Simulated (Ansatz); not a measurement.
```xyz
16

C     0.0000    0.7050    0.0000
C    -1.4100    0.7050    0.0000
C    -1.4100   -0.7050    0.0000
C     0.0000   -0.7050    0.0000
C     1.2211    1.4100    0.0000
C     2.4422    0.7050    0.0000
C     2.4422   -0.7050    0.0000
C     1.2211   -1.4100    0.0000
C     3.8522    0.7050    0.0000
C     3.8522   -0.7050    0.0000
H    -2.1772    1.4722    0.0000
H    -2.1772   -1.4722    0.0000
H     1.2211    2.4950    0.0000
H     1.2211   -2.4950    0.0000
H     4.6194    1.4722    0.0000
H     4.6194   -1.4722    0.0000
```

Basis set: def2-SVP. Charge 0. Computed with Ansatz (development build ahead of 0.2.0); the lowest solution found for each multiplicity.

Q: How do the multiplicities compare at this shape? Give, from the lowest of each method, PBE0 (unrestricted) for 1, 3; PBE0 (restricted) for 1, 3; HF (restricted) for 1, 3; HF (unrestricted) for 1, 3.

A:

```
            method  multiplicity  E (eV)  <S²>
PBE0, unrestricted             1   0.000  1.23
PBE0, unrestricted             3   0.279  2.07
  PBE0, restricted             1   0.306  0.00
  PBE0, restricted             3   0.000  2.00
    HF, restricted             1   0.658  0.00
    HF, restricted             3   0.000  2.00
  HF, unrestricted             1   0.000  2.17
  HF, unrestricted             3   1.686  2.44
```

Caution for PBE0, unrestricted, HF, unrestricted: the unrestricted determinant is a mixture of spin states. Caution for PBE0, restricted, HF, restricted: an unrestricted determinant lies well below. Caution for HF, unrestricted: the unrestricted determinant is spin contaminated.
